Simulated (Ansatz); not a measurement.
Mulliken charges of FH5HfN2O (`[NH2][Hf]([NH2])([OH])[F]`) from ωB97M-V/def2-TZVPP in Ansatz (PBE0-D4/def2-TZVP geometry).

| atom | x (Å) | y (Å) | z (Å) | charge (e) |
| --- | --- | --- | --- | --- |
| N1 | -1.352 | 0.666 | 1.006 | -0.413 |
| Hf2 | 0.260 | 0.446 | -0.214 | 0.987 |
| N3 | 1.182 | -1.279 | 0.359 | -0.423 |
| O4 | -0.420 | 0.368 | -2.023 | -0.411 |
| F5 | 1.559 | 1.857 | -0.020 | -0.365 |
| H6 | -2.317 | 0.648 | 0.707 | 0.120 |
| H7 | -1.321 | 0.919 | 1.984 | 0.112 |
| H8 | 0.760 | -2.010 | 0.912 | 0.122 |
| H9 | 2.136 | -1.539 | 0.151 | 0.110 |
| H10 | -0.486 | -0.077 | -2.862 | 0.162 |

Task: By hand: the dipole of these point charges (1 e Å = 4.8032 D).

Result: Σ q r = (-0.258, -0.369, 0.031) e Å, of length 0.451 e Å = 2.17 D.

Task: How does the dipole of the full density compare? (An estimate is asked.)

Result: Computed: (-0.243, -0.438, -0.039) e Å, 2.41 D; the point charges give 0.90 times that, at 10° from its direction.

Point charges leave out the atoms' own dipoles, such as those of lone pairs, and Mulliken's split depends on the basis, so the close match here is no proof of good charges.
